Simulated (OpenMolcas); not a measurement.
An atom or ion with 33 electrons was computed by SS-CASPT2, IPEA 0.25 Eh, imaginary shift 0.1 Eh with spin-orbit coupling (OpenMolcas, ANO-RCC-VTZP, DKH2). The lowest levels that the run gave, each within 12 % of the measured value where one is at hand:

| J | Parity | E (cm⁻¹) | g |
| --- | --- | --- | --- |
| 3/2 | odd | 0.0 | 1.998 |
| 3/2 | odd | 14510 | 0.825 |
| 5/2 | odd | 15020 | 1.200 |
| 1/2 | odd | 24220 | 0.666 |
| 3/2 | odd | 24830 | 1.313 |
| 5/2 | even | 85360 | 1.600 |
| 3/2 | even | 86860 | 1.734 |
| 1/2 | even | 87630 | 2.669 |

Problem. Which ion is it, and what are the configurations and terms?

Solution. Se⁺ (Z = 34, charge +1; active space 5 electrons in 8 orbitals (4s 4p 5s 5p)). J, parity and g give the terms where levels are pure, and mixed ones are named by the computed weights; the size of the splittings, set against known spectra of the 33-electron sequence, gives the charge. In order, with the measured energies in cm⁻¹ (NIST Handbook of Basic Atomic Spectroscopic Data): 4s² 4p³ ⁴S°_3/2, 4s² 4p³ ²D°_3/2 (13168), 4s² 4p³ ²D°_5/2 (13784), 4s² 4p³ ²P°_1/2 (23038), 4s² 4p³ ²P°_3/2 (23895), 4s 4p⁴ ⁴P_5/2 (83877), 4s 4p⁴ ⁴P_3/2 (85580), 4s 4p⁴ ⁴P_1/2 (86438).

Term energies are means over components that CASPT2 splits; among the terms shown or strongly mixed into the levels shown the widest spread is 100 cm-1 (4s² 4p³ ²D°). Over all roots computed the reference weight is 0.84 to 0.96; the roots of lowest weight are the least certain, and an intruder state may touch them. Active for correlation alone: 5p 5s; no level in the range computed is led by a configuration that fills them, so any true level of that kind is missing. Terms of s pⁿ other than that of highest spin mix with s² pⁿ⁻² d, which this space lacks; all of them can be thousands of cm-1 off, and some have no real level of that name. Measured partners are found by configuration, term and J. A level has none where our copy of the source lacks it or the pairing is in doubt (some pairs that miss far off the trend of their configuration count as doubtful), and it then counts in no deviation. Only configurations of the active space appear.

° marks odd parity.
